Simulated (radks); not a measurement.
Q: Valence configurations of Bi I. Calculated with a radial shooting solver on a logarithmic mesh with Libxc functionals: scalar-relativistic Kohn-Sham, BLYP, spin-polarised, spherical densities, finite nucleus; open shells are filled with parallel spins first (spin-orbit coupling, left out, can overturn this in heavy ions); Fermi nuclear charge, rms radius 5.5211 fm. Order these by energy: [Xe] 4f13.5 5d8 6s1.5 6p6; [Xe] 4f14 5d9 6s2 6p4; [Xe] 4f12 5d10 6s1 6p6; [Hg] 6p3; [Xe] 4f14 5d8 6s2 6p5; [Xe] 4f13 5d10 6s2 6p4; [Xe] 4f13.5 5d10 6s1.5 6p4; [Xe] 4f14 5d9 6s1 6p5; [Xe] 4f14 5d9.5 6s2 6p3.5; [Xe] 4f12 5d10 6s2 6p5.

A: From the lowest, in eV above it: [Hg] 6p3 0.000; [Xe] 4f14 5d9.5 6s2 6p3.5 11.805; [Xe] 4f14 5d9 6s2 6p4 24.357; [Xe] 4f14 5d9 6s1 6p5 35.244; [Xe] 4f14 5d8 6s2 6p5 51.648; [Xe] 4f13.5 5d10 6s1.5 6p4 81.761; [Xe] 4f13.5 5d8 6s1.5 6p6 139.23; [Xe] 4f13 5d10 6s2 6p4 157.54; [Xe] 4f12 5d10 6s2 6p5 333.51; [Xe] 4f12 5d10 6s1 6p6 345.67. NIST lists [Hg] 6p3 as the ground configuration; this level of theory agrees among the configurations tried. The energies are those of spherical high-spin densities, not of single terms.
